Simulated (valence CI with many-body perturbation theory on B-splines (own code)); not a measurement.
## Energy levels of W35+

Computed by valence CI with perturbative core correlation (CI+MBPT): three valence electrons over a frozen Dirac-Fock core [Kr], a basis of 7 s, 7 p, 8 d, 6 f, 4 g, 1 h functions for each j, with the one-electron correlation potential Σ1 (screened to all orders), the two-electron term Σ2, the three-electron term Σ3, Breit, model QED; selected single and double excitations, second order for the rest, scaled by the run's own slope (own B-spline code, finite nucleus).

The last digits are not significant, and no measured levels were compared; by estimate large intervals hold to a few tenths of a per cent, small ones and those within an open d or f shell to about a per cent. The list stops below the first excitations out of the core.

Levels 1 to 19 of 19, with energies above the lowest level, (4d3/2^3) J=3/2. "Leading %" is the weight of the configuration and term that name the level; weights of strongly mixed levels are sums over their largest components and can fall short. In the jj column 3d3/2^4 stands for four electrons in 3d with j = 3/2. Lifetimes count E1, E2, E3, M1 and M2 decay at the calculated energies, and are blank where another channel may lead or the interval is too uncertain; long ones can be off by a factor of two.

```
No.  Configuration  Term     J  E (cm⁻¹)  Leading %             Leading jj  Second component  Lifetime
  1            4d³    ⁴F   3/2         0         50         4d3/2^3 (97 %)       36 % 4d³ ²D          
  2            4d³    ⁴F   5/2    121380         84   4d3/2^2 4d5/2 (98 %)       14 % 4d³ ²D   21.8 μs
  3            4d³    ⁴P   3/2    140900         40   4d3/2^2 4d5/2 (98 %)       29 % 4d³ ²P   26.4 μs
  4            4d³    ²G   7/2    152190         46   4d3/2^2 4d5/2 (94 %)       38 % 4d³ ⁴F   2.22 ms
  5            4d³    ²H   9/2    155180         43   4d3/2^2 4d5/2 (98 %)       42 % 4d³ ²G    4.90 s
  6            4d³    ⁴P   1/2    156740         60   4d3/2^2 4d5/2 (99 %)       40 % 4d³ ²P   69.9 μs
  7            4d³    ⁴P   5/2    220710         44   4d3/2^2 4d5/2 (90 %)       35 % 4d³ ²D    125 μs
  8            4d³    ⁴F   7/2    272140         60   4d3/2 4d5/2^2 (97 %)       37 % 4d³ ²G   11.0 μs
  9            4d³    ⁴F   9/2    285720         52   4d3/2 4d5/2^2 (96 %)       42 % 4d³ ²H   19.2 μs
 10            4d³    ⁴P   3/2    299490         41   4d3/2 4d5/2^2 (99 %)       39 % 4d³ ²D   8.74 μs
 11            4d³    ²P   1/2    308370         60   4d3/2 4d5/2^2 (99 %)       40 % 4d³ ⁴P   13.9 μs
 12            4d³    ²D   5/2    315230         44   4d3/2 4d5/2^2 (90 %)       30 % 4d³ ⁴P   18.2 μs
 13            4d³    ²H  11/2    316150        100  4d3/2 4d5/2^2 (100 %)                     44.9 μs
 14            4d³    ²D   5/2    337300         44   4d3/2 4d5/2^2 (96 %)       40 % 4d³ ²F   27.6 μs
 15            4d³    ²F   7/2    342540         82   4d3/2 4d5/2^2 (97 %)       17 % 4d³ ²G   34.0 μs
 16            4d³    ²D   3/2    397110         69   4d3/2 4d5/2^2 (88 %)       24 % 4d³ ²P   14.2 μs
 17            4d³    ²G   9/2    434620         52         4d5/2^3 (97 %)       33 % 4d³ ⁴F   8.89 μs
 18            4d³    ²D   3/2    477340         54         4d5/2^3 (89 %)       34 % 4d³ ²P   8.41 μs
 19            4d³    ²D   5/2    508750         62         4d5/2^3 (94 %)       22 % 4d³ ²F   6.22 μs
```

The ionisation energy to 4d² ³F2 of the next ion comes out as 1509.3 eV (NIST: 1512.4 ± 1.5 eV (semi-empirical)). All 19 levels together are meant to be complete up to 1010200 cm⁻¹.
